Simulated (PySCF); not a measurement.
Magnetisability: `CC#C/C=C/[CH+]CBr`, [C$_{7}$H$_{8}$Br]+, charge +1

Molfile (atoms numbered from 1):
```
C7H8Br
     RDKit          3D

 16 15  0  0  0  0  0  0  0  0999 V2000
    3.8987    0.0586   -0.8074 C   0  0  0  0  0  0  0  0  0  0  0  0
    2.6012    0.1916   -0.2649 C   0  0  0  0  0  0  0  0  0  0  0  0
    1.4799    0.3118    0.2086 C   0  0  0  0  0  0  0  0  0  0  0  0
    0.2393    0.4677    0.7547 C   0  0  0  0  0  0  0  0  0  0  0  0
   -0.9407    0.0782    0.1189 C   0  0  0  0  0  0  0  0  0  0  0  0
   -2.1604    0.2372    0.7182 C   0  0  0  0  0  0  0  0  0  0  0  0
   -3.4390   -0.0813    0.0753 C   0  0  0  0  0  0  0  0  0  0  0  0
   -3.9504    1.7573   -0.5172 Br  0  0  0  0  0  0  0  0  0  0  0  0
    3.8940   -0.5382   -1.7191 H   0  0  0  0  0  0  0  0  0  0  0  0
    4.5698   -0.3808   -0.0650 H   0  0  0  0  0  0  0  0  0  0  0  0
    4.2911    1.0555   -1.0312 H   0  0  0  0  0  0  0  0  0  0  0  0
    0.1875    0.9181    1.7412 H   0  0  0  0  0  0  0  0  0  0  0  0
   -0.8750   -0.3623   -0.8680 H   0  0  0  0  0  0  0  0  0  0  0  0
   -2.2160    0.6874    1.7033 H   0  0  0  0  0  0  0  0  0  0  0  0
   -3.3685   -0.7048   -0.8132 H   0  0  0  0  0  0  0  0  0  0  0  0
   -4.2190   -0.4196    0.7544 H   0  0  0  0  0  0  0  0  0  0  0  0
  1  2  1  0
  2  3  3  0
  3  4  1  0
  4  5  2  0
  5  6  1  0
  6  7  1  0
  7  8  1  0
  1  9  1  0
  1 10  1  0
  1 11  1  0
  4 12  1  0
  5 13  1  0
  6 14  1  0
  7 15  1  0
  7 16  1  0
M  CHG  1   6   1
M  END
```

Theory: PySCF 2.14.0, GIAO HF/pcSseg-1 magnetisability, rotational g tensor and spin-rotation constants, non-relativistic, gas phase. Geometry: GFN2-xTB.

The calculation is non-relativistic, which matters for the atoms heavier than Zn. For an ion the centre-of-mass motion in the field is neglected.

Task: What are the magnetisability and the molar susceptibility?

Result: Isotropic -1441 × 10⁻³⁰ J/T², or -86.8 × 10⁻⁶ cm³/mol; principal values -1717, -1364, -1243 × 10⁻³⁰ J/T², anisotropy 426 × 10⁻³⁰ J/T² (root of half the summed squared differences of the principal values). The susceptibility is in cgs units.

Task: Split it along the inertial axes a, b, c into diamagnetic and paramagnetic parts about the centre of mass, with the quadrupole moment.

Result: 
```csv
axis,χ (10⁻⁶ cm³/mol),diamagnetic (10⁻⁶ cm³/mol),paramagnetic (10⁻⁶ cm³/mol),summed x² of all electrons (Å²),quadrupole Θ (D Å)
a,-84.6,-360.4,275.8,728.3,+51.48
b,-99.0,-3213.3,3114.3,55.9,-24.79
c,-76.8,-3327.1,3250.4,29.1,-26.69
```
Anisotropies 2χaa − χbb − χcc = +6.6 and 2χbb − χaa − χcc = -36.6 × 10⁻⁶ cm³/mol. Θ is traceless in Buckingham's convention.

Task: And the rotational g tensor?

Result: 
```tsv
axis	rotational constant (GHz)	g	nuclear part	electronic part
a	4.8277	-0.0195	0.6059	-0.6254
b	0.3572	+0.0085	0.5312	-0.5226
c	0.3439	+0.0048	0.5299	-0.5251
```
Asymmetric top; isotopes 79Br, 12C, 1H; no vibrational averaging.
